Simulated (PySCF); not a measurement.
# Dipole response of Li⁻ (lithium, charge -1)

[He] 2s2, closed-shell 1S. Computed with PySCF 2.14 in aug-cc-pCVQZ-DK (9s8p6d4f2g, 109 functions), with scalar relativity by spin-free X2C-1e. Coupled (time-dependent) response in atomic units; α is the mean over directions.

```csv
method,mean α (bohr³),C₆ (like pair),S(−4)
UHF,1066,31230,882400
wB97X-V,777.6,20050,435900
```

S(−4) is the Cauchy moment in α(ω) = α(0) + S(−4) ω² + …

α(iu) at wB97X-V:

```tsv
u (hartree)	α(iu) (bohr³)
0	777.6
0.0500	341.1
0.100	136.5
0.200	42.05
0.300	19.92
0.500	7.621
0.750	3.567
1.00	2.103
1.50	1.021
2.00	0.6218
3.00	0.3120
5.00	0.1290
```

For an ion, C₆ is the dispersion term alone; charge-induced terms of lower order in 1/R come first.
